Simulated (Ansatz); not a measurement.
`BN1C[SiH2]1` + `[SiH3][SiH2][SeH]` → `B[Se][SiH2][SiH3]` + `C1N[SiH2]1` at 600 K and 1 bar (ligand exchange at a B–N bond).

Program: Ansatz. Geometries: PBE0-D4/def2-TZVP. ΔE: electronic, gas phase. CCSD(T)/CBS adds triple-zeta CCSD(T) − MP2 to the extrapolated MP2 energy (def2 sets, frozen cores). For Se outer-core shells are correlated without core-valence functions, which leaves a few kJ/mol of doubt a bond. Scalar relativity is left out up to krypton. One conformer a species, not always the lowest.

```json
{"species": "`BN1C[SiH2]1`", "CCSD(T)/CBS energy (Eh)": "-410.22230", "H − E (kJ/mol)": "237.8", "S (J/(mol·K))": "380.5"}
{"species": "`[SiH3][SiH2][SeH]`", "CCSD(T)/CBS energy (Eh)": "-2982.48284", "H − E (kJ/mol)": "189.9", "S (J/(mol·K))": "436.5"}
{"species": "`B[Se][SiH2][SiH3]`", "CCSD(T)/CBS energy (Eh)": "-3007.88916", "H − E (kJ/mol)": "238.7", "S (J/(mol·K))": "485.3"}
{"species": "`C1N[SiH2]1`", "CCSD(T)/CBS energy (Eh)": "-384.79623", "H − E (kJ/mol)": "195.0", "S (J/(mol·K))": "330.8"}
```

H − E and S are ideal-gas, rigid-rotor, harmonic terms from PBE0-D4/def2-TZVP, for one conformer and one mirror image of each species. 1 Eh = 2625.50 kJ/mol, R = 8.31446 J/(mol·K).

Q: By hand: ΔE, ΔH, ΔS and ΔG.

A: ΔE = (-3007.88916) + (-384.79623) − (-410.22230) − (-2982.48284) = 0.01975 Eh = 51.9 kJ/mol. Δ(H − E) = 238.7 + 195.0 − 237.8 − 189.9 = 6.0, so ΔH = 57.9 kJ/mol. ΔS = 485.3 + 330.8 − 380.5 − 436.5 = -0.9 J/(mol·K). ΔG = 57.9 − 600 × (-0.9)/1000 = 58.4 kJ/mol.

Q: By hand: the equilibrium constant, and the temperature at which ΔG would vanish if ΔH and ΔS stayed fixed.

A: log₁₀ K = −ΔG/(RT ln 10) = -5.1. ΔH and −TΔS have one sign here, so there is no such temperature. One of them is within its doubt of zero, so this could turn.

The number of gas molecules stays the same, so ΔS is small and ΔH decides. A doubt of 5 kJ/mol in ΔE shifts log₁₀ K by 0.4 here. Other conformers and mirror images would add mixing entropy, several J/(mol·K) or more a flexible species. Modes under 60 cm⁻¹, often nearly free rotors, make the harmonic entropy too high. These are equilibria of isolated gas molecules and say nothing of rates. Largest T1 diagnostic: 0.014 (customary marks: 0.02 for closed shells, 0.045 for open ones).
